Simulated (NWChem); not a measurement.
Species: WSOCl₂; SMILES [O]=[W](=[S])([Cl])[Cl]

Computed with NWChem. Medium grid unless said otherwise, to which SCAN and Minnesota functionals are sensitive. All runs use the structure optimised with PBE0/def2-SVP. def2 effective core potentials on W; no spin-orbit coupling. Hybrids' shares of exact exchange are those that their runs print; pure functionals count as 0. The functionals differ in more than this share.

| row | share of exact exchange | orbital gap (eV) |
|---|---|---|
| PBE/def2-SVP | 0.00 | 2.93 |
| TPSS/def2-SVP | 0.00 | 3.05 |
| TPSSh/def2-SVP | 0.10 | 3.79 |
| B3LYP/def2-SVP | 0.20 | 4.40 |
| B97-2/def2-SVP | 0.21 | 4.50 |
| r2SCAN0/def2-SVP | 0.25 | withheld |

**Question.** Fit a straight line of the last column on the one before it, predict the withheld value, and compare with the run.

**Answer.** 
1. Means of the 5 shown rows: x = 0.102, y = 3.734. Slope Σ(x − x̄)(y − ȳ)/Σ(x − x̄)² = 0.2997/0.04208 = 7.121; intercept 3.008.
2. The shown rows scatter about the line by 0.053 (root mean square); the largest residual is -0.08, at PBE/def2-SVP.
3. At x = 0.25 (r2SCAN0/def2-SVP; beyond the shown range) the line gives 4.79.
4. The run gives 5.01, +0.22 from the line, 4.2 times the scatter.
